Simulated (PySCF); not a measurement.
Method: ωB97X-D3(BJ)/def2-TZVP // PBE0-D3(BJ)/def2-TZVP in PySCF 2.14.0. All species are isolated molecules in the gas phase. One relaxed conformer stands for a flexible species; it need not be the lowest. Delta-SCF ions had no search for a lower state. Excitations are Tamm–Dancoff values on a coarser integration grid. The basis has no diffuse functions, so Rydberg states are missing or too high.

Reference species (SMILES): `OB(O)O` (neutral, multiplicity 1).

```yaml
S1–T1 gap (TDA): 0.32 eV
brightest of the four lowest singlets (TDA): 9.53 eV
vertical ionisation energy (Delta-SCF): 12.12 eV
S1 oscillator strength: 0.000
```

After one change: the S1–T1 gap (TDA) rises by 0.22 eV; the brightest of the four lowest singlets (TDA) falls by 2.11 eV; the vertical ionisation energy (Delta-SCF) decreases by 2.35 eV; the S1 oscillator strength hardly moves.

### Question
Name the change that produced these shifts. The new species is one of these.
A. `OB(I)I` (H–O–B–I torsion 0°)
B. `IB(I)I`
C. `OB(O)I` (H–O–B–I torsion 180°, I–B–O–H torsion -180°)

### Answer
C, `OB(O)I` (H–O–B–I torsion 180°, I–B–O–H torsion -180°)
